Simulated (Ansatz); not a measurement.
`C#CB(F)F` and `FB(F)[CH2][SbH2]` differ in one atom or group.

Ansatz, PBE0-D4/def2-TZVP geometries, multiplicity 1. Each molecule was computed in one conformer, which needn't be the lowest.

Elements past krypton have def2 core potentials.  Spin–orbit coupling is left out; it splits and shifts lone-pair levels of the heavy atoms by tenths of an eV.

```json
{"property": "size of the dipole moment (PBE/def2-TZVPP) / D", "`C#CB(F)F`": "1.81"}
{"property": "LUMO energy (B3LYP/def2-TZVPP) / eV", "`C#CB(F)F`": "-1.73"}
{"property": "HOMO–LUMO gap (PBE0/def2-TZVPP) / eV", "`C#CB(F)F`": "7.42"}
{"property": "ideal-gas entropy at 298 K and 1 bar (rigid rotor, harmonic PBE0-D4/def2-TZVP) / J/(mol·K)", "`C#CB(F)F`": "293"}
{"property": "LUMO energy (PBE/def2-TZVPP) / eV", "`C#CB(F)F`": "-2.45"}
{"property": "size of the dipole moment (ωB97M-V/def2-TZVPP) / D", "`C#CB(F)F`": "1.89"}
```

Problem. Give the same properties after the change, and the shifts. (Estimate.)

Solution. The calculation gave: 
```
                                                                                  property  `FB(F)[CH2][SbH2]`  shift
                                            size of the dipole moment (PBE/def2-TZVPP) / D                2.16   0.35
                                                       LUMO energy (B3LYP/def2-TZVPP) / eV               -1.11   0.62
                                                      HOMO–LUMO gap (PBE0/def2-TZVPP) / eV                6.61  -0.81
ideal-gas entropy at 298 K and 1 bar (rigid rotor, harmonic PBE0-D4/def2-TZVP) / J/(mol·K)                 362     69
                                                         LUMO energy (PBE/def2-TZVPP) / eV               -1.65   0.80
                                        size of the dipole moment (ωB97M-V/def2-TZVPP) / D                2.19   0.30
```

With PBE0 the HOMO rises by 1.42 eV and the LUMO rises by 0.62 eV, so the gap narrows by about 0.80 eV. PBE moves the HOMO by 1.15 eV and ωB97M-V by 1.64 eV. The zero-point energy changes by 57.4 kJ/mol with +9 modes. Dipoles are sizes alone; their direction can turn. Modes under 60 cm⁻¹, often nearly free rotors, make the harmonic entropy too high.

B3LYP here is the variant with VWN-RPA as its local correlation; programs differ in this.
